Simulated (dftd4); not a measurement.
C$_{4}$H$_{5}$, doublet, at a GFN2-xTB geometry; D4 for hf run with dftd4.

dftd4 was given this input:
```
$ dftd4 mol.xyz --func hf --charge 0 --json dftd4.json --noedisp

# file mol.xyz
9

C     -0.00487805    -0.07714410     0.26394931
C      0.19855614    -0.71836459    -0.91636831
C     -0.06383047     0.73604089    -0.99191477
C     -0.10307189    -0.06938417     1.60220965
H      0.40079764    -1.59828163    -1.47223199
H      0.74883323     1.41662743    -1.23105220
H     -1.02322444     1.09027825    -1.35918325
H      0.02216024    -0.97349051     2.17299880
H     -0.30922107     0.83797828     2.14221335
```

The log (banner, timings and long lists left out):

```
                    ____  _____ _____     ____  _  _
      -------------|  _ \|  ___|_   _|---|  _ \| || |------------
     |             | | | | |_    | | ___ | | | | || |_           |
     |             | |_| |  _|   | ||___|| |_| |__   _|          |
     |             |____/|_|     |_|     |____/   |_|            |
     |             ===================================           |
     |            E. Caldeweyher, S. Ehlert & S. Grimme          |
     |          Mulliken Center for Theoretical Chemistry        |
     |                    University of Bonn                     |
      -----------------------------------------------------------

Rational (Becke-Johnson) damping: hf-D4-ATM
---------------------
  s6         1.0000
  s8         1.6168
  s9         1.0000
  a1         0.4496
  a2         3.3574
 alp        16.0000
--------------------

Dispersion energy:      -2.0519049544371E-02 Eh

[Info] JSON dump of results written to 'dftd4.json'
```
